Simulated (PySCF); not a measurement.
# Two-component Hartree-Fock for Zn²²⁺ (zinc, charge +22)

Start: [He] 2s2 2p4; 2p1/2 filled at m_j = -1/2, +1/2; 2p3/2 filled at m_j = +1/2, +3/2. Calculated with PySCF 2.14 in an even-tempered Gaussian basis (18 s from 6.1 bohr⁻², ratio 2.4; 12 p from 7.9 bohr⁻², ratio 2.4; 5 d from 32 bohr⁻², ratio 2.6; 4 f from 48 bohr⁻², ratio 2.6): generalised Hartree-Fock with the X2C-1e Hamiltonian and a Gaussian nucleus; one run each with spin-orbit coupling (SO) switched off, then screened by Boettger's factors.

```csv
spinor shell,electrons,"ε, spin-free (eV)","ε, screened SO (eV)",weight of nominal j (screened SO),"rms radius, screened SO (bohr)"
1s1/2,2,-10876.7,-10875.3,1.000,0.0578
2s1/2,2,-2224.0,-2223.6,1.000,0.234
2p1/2,2,-2099.4,-2114.6,0.858,0.205
2p3/2,2,-2099.4,-2089.7,0.880,0.207
```

```csv
quantity,spin-free,screened SO
E (hartree),-1427.99951,-1428.54057
M_J,2,2
⟨J²⟩,6.000,6.000
⟨L²⟩,2.000,2.609
⟨S²⟩,2.000,1.696
```

Each row is a mean over spinors that exchange with the open shell spreads, by up to 39.114 eV (2s1/2).

Rows whose weight is well below 1 are mixtures of j = l ± 1/2: exchange outweighs spin-orbit coupling there, and the label is only the starting occupation.

Without spin-orbit coupling the j labels of p, d and f shells carry no meaning; the spin-free column gives the mean over the occupied spinors of each nl shell.
